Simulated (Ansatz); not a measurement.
Geometry optimisation, Ansatz 0.2.0, UKS PBE0/def2-SVP.

Input file:

```yaml
crystal:
  periodic: [false, false, false]
  atoms:
    - { symbol: B, position_ang: [0.0, 0.0, -0.364131] }
    - { symbol: F, position_ang: [0.0, 0.0, 2.171986] }
    - { symbol: Cl, position_ang: [1.521484, 0.0, -1.20155] }
    - { symbol: Cl, position_ang: [-1.521484, 0.0, -1.20155] }
    - { symbol: H, position_ang: [0.0, 0.0, 3.095246] }
magnetization:
  spin_polarized: true
  initial_magnetization: 1
basis:
  gaussian: { orbitals: def2-SVP }
hamiltonian:
  xc: pbe0
relax:
  f_tol: 0.03
  max_steps: 50
output:
  orbitals: {}
```

Run as:

```bash
$ ansatz run input.yaml --threads 2 --pin off --max-ram 3072MiB --backend cpu --events-out ev --progress --plain --runs-dir out
```

Question: Where does it end, and by what steps?

Answer: The forces met the threshold. After 3 steps the energy has fallen by 0.107 eV; F2 moved furthest, 0.40 Å.

```
step  energy less start (eV)  largest force component (eV/Å)  accepted
   0                  0.0000                           0.438       yes
   1                 -0.0886                           0.181       yes
   2                 -0.1063                           0.057       yes
   3                 -0.1065                           0.006       yes
```

```xyz
5
Properties=species:S:1:pos:R:3
B 0.000 0.000 -0.645
F 0.000 0.000 2.574
Cl 1.527 0.000 -1.462
Cl -1.527 0.000 -1.462
H 0.000 0.000 3.495
```

Whether the end is a true minimum wasn't checked by a vibrational analysis.

The run took 8.7 s on 2 threads of Arm Neoverse V1, on a shared host, peak memory 0.17 GiB.
